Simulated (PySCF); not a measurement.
# GaBr from Hartree–Fock to correlated methods

State: ¹Σ⁺ (singlet), closed shell. Set-up: PySCF, no relativity, basis sets Ga pcseg-1, Br pcseg-1. De refers to Ga + Br in their high-spin ground configurations, without counterpoise correction. A positive dipole means Ga(−)Br(+).

```
      Level  Re (Å)  ωe (cm⁻¹)  De (eV)  μ (D)  CPU s a point (SCF and correlation, without the integrals)
        RHF   2.412        261     3.26  -2.84                                                         0.1
    RHF-MP2   2.400        269     4.27    n/a                                                        0.18
RHF-SCS-MP2   2.407        266     4.14    n/a                                                         n/a
   RHF-CCSD   2.407        266     4.03    n/a                                                         n/a
RHF-CCSD(T)   2.407        266     4.11    n/a                                                         2.2
        LDA   2.367        275     5.05  -2.09                                                        0.64
        PBE   2.415        259     4.49  -2.40                                                         1.1
     r²SCAN   2.389        270     4.48  -2.36                                                         1.5
      M06-L   2.413        257     4.42  -2.60                                                         1.5
      B3LYP   2.417        259     4.27  -2.60                                                         1.2
       PBE0   2.396        267     4.38  -2.54                                                           2
```

(1) Which functional lies closest to RHF-CCSD(T) in De, which farthest, and by how much do they differ from it?

(2) What does a quarter of exact exchange do here, going from PBE to PBE0?

(3) What does the step from GGA to meta-GGA do here, going from PBE to r²SCAN?

Correlated steps freeze 18 core orbitals. Correlated levels converge slowly with the basis: in double zeta they bind strong bonds too weakly, by up to about 1 eV, and carry superposition errors of some tenths. Where the molecule has an RHF reference, its open-shell atoms are computed with UHF.

The whole job (state search and all levels along the bond) took about 2.6 min on 1 thread of Arm Neoverse N1 (shared host), peak memory 0.57 GiB.

## Answers

(1) Closest is B3LYP (+1.0 pm in Re, -2.6 % in ωe, +0.16 eV in De against RHF-CCSD(T) in the same basis), farthest LDA (-4.0 pm in Re, +3.4 % in ωe, +0.94 eV in De). CCSD(T) converges more slowly with the basis than the functionals do and binds too weakly in this one, so the order can change at the basis-set limit.

(2) PBE0 less PBE: -1.9 pm in Re, +3.1 % in ωe, -0.11 eV in De. Exact exchange removes part of the self-interaction that spreads semilocal densities, and in most molecules shortens and stiffens the bond and lowers De; so it does here.

(3) r²SCAN less PBE: -2.6 pm in Re, +4.2 % in ωe, -0.01 eV in De.
